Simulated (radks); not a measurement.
Values are calculated unless marked as measured or tabulated.
K3+, configuration [He] 2s2 2p5.5 3s2 3p4 3d0.5 (fractional occupations, a model configuration). Level of theory: scalar-relativistic Kohn-Sham, r2SCAN, spin-polarised, spherical densities, finite nucleus; open shells are filled with parallel spins first; meta-GGA in the generalised Kohn-Sham scheme; Fermi nuclear charge, rms radius 3.4349 fm (a radial shooting solver on a logarithmic mesh with Libxc functionals).

Local quantities along the radius. ELF = 1/(1 + alpha^2) is the electron localisation function; alpha = (tau - tau_W)/tau_unif compares the Pauli kinetic energy density with that of the uniform gas (summed over spins); -r V(r) is the screened charge that the Kohn-Sham potential of spin up presents (atomic units). tau is taken from the large components.

r (bohr)	ELF	alpha	-r V(r)
0.006584	1.000	0.01365	18.67
0.008505	1.000	0.01499	18.57
0.01099	1.000	0.01698	18.43
0.01431	1.000	0.02014	18.25
0.01848	0.999	0.02502	18.02
0.02406	0.999	0.03354	17.72
0.03108	0.998	0.04856	17.35
0.04047	0.994	0.07954	16.89
0.05228	0.979	0.1464	16.35
0.06808	0.908	0.3180	15.70
0.08794	0.647	0.7387	14.84
0.1136	0.306	1.505	13.87
0.1479	0.255	1.710	12.94
0.1911	0.497	1.005	11.92
0.2488	0.772	0.5428	10.76
0.3214	0.851	0.4192	9.598
0.4185	0.753	0.5721	8.433
0.5406	0.258	1.695	7.154
0.7039	0.128	2.607	6.072
0.9093	0.621	0.7808	5.669
1.175	0.853	0.4158	4.935
1.529	0.804	0.4933	4.386
1.976	0.522	0.9561	3.808
2.572	0.091	3.167	3.269
3.323	0.004	15.48	3.233
4.327	0.000	94.76	3.099

On this mesh the ELF has minima near r = 0.13, 0.61 bohr, which separate the shells, and maxima near 0.32 (0.85), 1.2 (0.85).

Self-consistent cycle (total energy in hartree, residual of the potential): 1: -592.475230, 4e+00; 2: -593.264015, 2e+00; 3: -593.701541, 2e-01; 4: -593.703763, 5e-02; 5: -593.704358, 3e-03; 6: -593.704357, 6e-04; 7: -593.704358, 9e-05; 8: -593.704358, 9e-05; 9: -593.704358, 5e-05; 10: -593.704358, 5e-06; 11: -593.704358, 4e-06; 12: -593.704358, 2e-06.
